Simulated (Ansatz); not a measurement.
Consider the ligand exchange at a Ge–C bond: `O[SiH2][CH2][GeH2][OH]` + CH₃SH → `C[S][GeH2][OH]` + `C[SiH2]O`.

Program: Ansatz. Geometries: PBE0-D4/def2-TZVP. ΔE: electronic, gas phase. CBS: MP2 limit from def2 TZ/QZ plus the TZ coupled-cluster correction, frozen cores. This one scheme is used for every species. DFT in def2-TZVPP. B3LYP here is the variant with VWN-RPA as its local correlation; programs differ in this. For Ge outer-core shells are correlated without core-valence functions, which leaves a few kJ/mol of doubt a bond. Scalar relativity is left out up to krypton. One conformer a species, not always the lowest.

(1) Is it downhill or uphill in electronic energy at CCSD(T)/CBS, and by how much? (Best estimate.)

(2) What do these levels give: PBE0-D4, B3LYP-D4, B2PLYP, r2SCAN, PBE0, CCSD/def2-TZVPP? (An estimate is asked.)

Largest T1 diagnostic among the species: 0.011.

Answers

(1) Ansatz gave: Downhill: ΔE = -0.34 eV.

(2) The calculation gave: PBE0-D4 -0.39, B3LYP-D4 -0.39, B2PLYP -0.40, r2SCAN -0.42, PBE0 -0.42, CCSD/def2-TZVPP -0.32 eV.

In def2-TZVPP, CCSD(T) changes the Hartree–Fock value by +0.13 eV (the triples alone add +0.00 eV) and MP2 by +0.11 eV. The D4 term adds +0.05 eV with B3LYP and +0.03 eV with PBE0; it sums over pairs of atoms, weighted by their polarisabilities, and B3LYP, whose exchange is more repulsive, gets the larger term.
